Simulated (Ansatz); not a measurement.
Reaction (silylene formation by 1,1-elimination): `C[SiH](F)C=N` → `C[Si]F` + `C=N`

Program: Ansatz. Geometries: PBE0-D4/def2-TZVP. ΔE: electronic, gas phase. CCSD(T)/CBS is the MP2 limit (def2-TZVPP, def2-QZVPP) plus CCSD(T) − MP2 in def2-TZVPP, frozen cores. This one scheme is used for every species. Functionals use def2-TZVPP. B3LYP here is the variant with VWN-RPA as its local correlation; programs differ in this. One conformer a species, not always the lowest.

CCSD(T)/CBS gives +1.96 eV.

Q: Another level gave +2.05 eV. Which?
A. ωB97X-V/def2-TZVPP
B. B3LYP/def2-TZVPP
C. B2PLYP/def2-TZVPP
D. PBE/def2-TZVPP

A: A. ωB97X-V 2.05, B2PLYP 1.88, B3LYP 1.75, PBE 1.84 eV.

Largest T1 diagnostic among the species: 0.014.

The D4 term adds +0.14 eV with B3LYP and +0.08 eV with PBE0; it sums over pairs of atoms, weighted by their polarisabilities, and B3LYP, whose exchange is more repulsive, gets the larger term. In def2-TZVPP, CCSD(T) changes the Hartree–Fock value by +0.07 eV (the triples alone add +0.03 eV) and MP2 by +0.23 eV. From PBE to PBE0 (25 % exact exchange), in def2-TZVPP and without D4, ΔE moves by +0.14 eV.
